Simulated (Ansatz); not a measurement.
Input file for Ansatz (a first-principles code): U-B3LYP/cc-pV(T+d)Z on H2OSi (SMILES O[SiH]), a point of a bond scan (R = 2.318 Å). Files ending in .json are basis or fitting sets from the Basis Set Exchange.

Ansatz 0.2 input:
```yaml
crystal:
  periodic: [false, false, false]
  atoms:
    - {symbol: Si, position_ang: [-0.37783358, -0.33484004, 0.39441778]}
    - {symbol: H, position_ang: [-2.11657631, -0.08523524, -1.11842321]}
    - {symbol: O, position_ang: [0.78278099, 0.49643126, -0.45047039]}
    - {symbol: H, position_ang: [0.56441750, 0.88474728, -1.30394290]}
basis:
  gaussian:
    orbitals: cc-pV_T+d_Z.json
hamiltonian:
  xc: {name: B3LYP}
magnetization: {spin_polarized: true, initial_magnetization: 0}
```

Program output:

```
WARN ansatz: RAYON_NUM_THREADS=2 ignored (pool sized by the plan → 2); use --threads N
Functional definition: B3LYP
integrals: 0.02 GiB planned
604 factors; their error is unknown
mean field: 0.29 GiB planned
mean field evaluation 1: about -9951.5281 eV, gradient 4.0e1 eV
mean field evaluation 2: about -9921.4531 eV, gradient 9.1e1 eV
mean field evaluation 4: about -9956.9478 eV, gradient 4.0e0 eV
mean field evaluation 8: about -9957.1253 eV, gradient 2.5e-2 eV
mean field evaluation 16: about -9957.1676 eV, gradient 3.0e-5 eV
mean field -9957.16755690 eV, -365.9191585056 hartree, gradient 3.0e-5 eV, S^2 0.000000; 2 other end points of the search recorded, 0 dependent functions left out
reference -9957.16775424 eV, -365.9191657577 hartree; 12, 12 occupied and 85, 85 virtual orbitals, 604 factors
Total energy: -9957.16775424 eV, -365.9191657577 hartree
```

The calculation finished and met its thresholds.

Cost: about 1.7 core-seconds (a rough figure).
